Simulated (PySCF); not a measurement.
Work out the structure from these simulated measurements.

Formula: CH6O2SSi.

* Rotational structure: rotational constants A, B, C: 5.164, 2.201, 1.688 GHz [GFN2-xTB]
* 13C NMR: chemical shifts (computed TMS as zero) by class: 10.8 (1 C) ppm [GIAO PBE0/pcSseg-1]
* UV, strongest line: among the 8 lowest singlet transitions: S8 at 7.93 eV (156 nm, f = 0.108) [TDDFT wB97X-D/def2-SVPD]
* Dipole: 0.23 D [wB97X-D/def2-SVPD]
* Triplet: lowest triplet excitation (Tamm–Dancoff): 5.35 eV [TDA wB97X-D/def2-SVPD]
* Polarisability: 65.6 au [wB97X-D/def2-SVPD]

Electronic properties: PySCF, gas phase, density fitting. Levels stand in brackets. One conformer (not necessarily the lowest) at the GFN2-xTB geometry, without solvent, vibrations or thermal averaging. Each NMR value is the plain mean over a class of atoms that symmetry, rotation or inversion makes alike.

**Question.** Propose a structure and show how it fits.

**Answer.** Numbering: `[CH3:1][S:2][SiH:3]([OH:4])[OH:5]`. Its formula, CH6O2SSi, gives 0 degrees of unsaturation, so no ring and no π bond. The one carbon: S-methyl carbon [C1] (10.8 ppm). The optimised geometry has point group C1 and is an asymmetric top. Structure: `CS[SiH](O)O`. Computed isomers that give other values at the same levels: `C[Si](O)(O)S` (13C chemical shifts (computed TMS as zero) by class: 5.0 (1 C) ppm). The assignments are read from this structure; whether some other isomer fits the data as well wasn't checked.

The values belong to the conformer `[CH3:1][S:2][SiH:3]([OH:4])[OH:5]`: C1–S2–Si3–O4 53°, H–O4–Si3–S2 86°, H–O5–Si3–S2 42°.
